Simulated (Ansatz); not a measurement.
Abridged output of a molecular run in Ansatz:

```
Functional definition: HF
947 factors; integrals over basis functions are off by at most 1.3e-3 eV
mean field evaluation 1: about -14718.2446 eV, gradient 4.7e1 eV
mean field evaluation 2: about -14718.3109 eV, gradient 4.7e1 eV
mean field evaluation 4: about -14722.5797 eV, gradient 3.0e0 eV
mean field evaluation 8: about -14722.6183 eV, gradient 2.6e-1 eV
mean field -14722.61849554 eV, -541.0462503617 hartree, gradient 7.6e-7 eV, S^2 0.000000; 0 other end points of the search recorded, 0 dependent functions left out
9 core orbitals not correlated: weight in the atoms' cores, before any rotation towards them, 1.000 or more for the frozen orbitals, at most 0.000 for the correlated occupied ones
reference -14722.61849554 eV, -541.0462503617 hartree; 15, 15 occupied and 75, 75 virtual orbitals, 947 factors
second order -19.88085265 eV of doubles, -0.00000000 eV of singles
cycle   1  -20.29327496 eV  change   -4.1e-1 eV  update   9.9e-2
cycle   2  -20.78249919 eV  change   -4.9e-1 eV  update   2.7e-2
cycle   3  -20.90134951 eV  change   -1.2e-1 eV  update   1.4e-2
cycle   4  -20.89215323 eV  change    9.2e-3 eV  update   2.8e-3
cycle   5  -20.89154015 eV  change    6.1e-4 eV  update   1.0e-3
cycle   6  -20.89178249 eV  change   -2.4e-4 eV  update   2.8e-4
cycle   7  -20.89159543 eV  change    1.9e-4 eV  update   8.8e-5
cycle   8  -20.89153593 eV  change    6.0e-5 eV  update   2.7e-5
cycle   9  -20.89153765 eV  change   -1.7e-6 eV  update   1.0e-5
perturbative correction -0.45971208 eV, -0.0168941072 hartree
Total energy: -14743.96974526 eV, -541.8308943167 hartree
```

Its atoms:

Cartesian coordinates in Å:
```
O 0.348 -1.369 0.946
B 0.744 -0.705 -0.179
O 1.782 -1.191 -0.922
O 0.094 0.438 -0.545
Si -1.172 1.220 0.173
H 0.870 -2.157 1.112
H 1.968 -0.641 -1.686
H -2.368 0.343 0.225
H -0.809 1.655 1.544
H -1.459 2.406 -0.669
```

(1) Which basis set was used?
A. def2-SVP
B. def2-TZVPPD
C. def2-TZVPP
D. def2-QZVPP

(2) Write the keys of the input that set method, charge and spin (a neutral closed shell needs none for the last two).

Results:

(1) A. It gives 99 functions.

(2) 
```yaml
correlation: {method: ccsd_t}
```
